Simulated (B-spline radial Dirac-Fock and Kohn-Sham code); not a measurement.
**Elastic and transport cross sections of lithium for electrons**

Calculated with a radial B-spline solver, using relativistic (Dirac) partial waves in the static field of the Dirac-Fock atom with Furness-McCarthy exchange, without polarisation or absorption potentials. Below a few hundred eV the neglected polarisation potential matters, most of all at small angles. σ_tr1 and σ_tr2 weight the cross section with 1 − P₁ and 1 − P₂ of cos θ; "backward" is the share scattered beyond 90°.

| energy (eV) | σ (a₀²) | σ_tr1 (a₀²) | σ_tr2 (a₀²) | σ/σ_tr1 | backward (%) |
| --- | --- | --- | --- | --- | --- |
| 50 | 14.9 | 4.96 | 6.62 | 3.00 | 13 |
| 57.9 | 13.4 | 4.07 | 5.64 | 3.29 | 12 |
| 58.8 | 13.2 | 3.98 | 5.54 | 3.32 | 11 |
| 60.7 | 12.9 | 3.81 | 5.35 | 3.38 | 11 |
| 65 | 12.3 | 3.47 | 4.94 | 3.53 | 10 |
| 68.5 | 11.8 | 3.22 | 4.65 | 3.65 | 9.9 |
| 69.3 | 11.7 | 3.17 | 4.59 | 3.68 | 9.8 |
| 70.5 | 11.5 | 3.09 | 4.49 | 3.72 | 9.7 |
| 77.4 | ? | ? | ? | ? | ? |
| 89.9 | 9.48 | 2.17 | 3.33 | 4.37 | 7.7 |
| 100 | 8.68 | 1.85 | 2.90 | 4.69 | 7.0 |
| 153 | 6.00 | 0.952 | 1.62 | 6.31 | 4.6 |
| 161 | 5.74 | 0.877 | 1.51 | 6.54 | 4.3 |

Task: Fill in the row for 77.4 eV.

Result: σ = 10.7 a₀², σ_tr1 = 2.70 a₀², σ_tr2 = 4.01 a₀², σ/σ_tr1 = 3.96, backward 8.9 %. The ratio σ/σ_tr1 is roughly the number of elastic collisions that randomise the direction.
